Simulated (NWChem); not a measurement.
Species: SiHIF2; SMILES F[SiH](F)I

```xyz
5

Si     0.3921    -1.3186     0.0000
F     -0.2951    -1.9811    -1.2925
F     -0.2951    -1.9811     1.2925
I     -0.0380     1.0517     0.0000
H      1.8353    -1.6207     0.0000
```
Atoms are numbered in this order, from 1.

Results from NWChem. Medium grid unless said otherwise, to which SCAN and Minnesota functionals are sensitive. Structure relaxed at the PBE0/def2-SVP level. def2 effective core potentials on I; no spin-orbit coupling.

Order these by “highest occupied level (eV)”, lowest first: revPBE/def2-SVP; TPSSh/def2-SVP; TPSS/def2-SVP; B3LYP/def2-SVP; MN15/def2-SVP.

MN15/def2-SVP (-8.77), B3LYP/def2-SVP (-7.98), TPSSh/def2-SVP (-7.68), TPSS/def2-SVP (-7.20), revPBE/def2-SVP (-7.02)
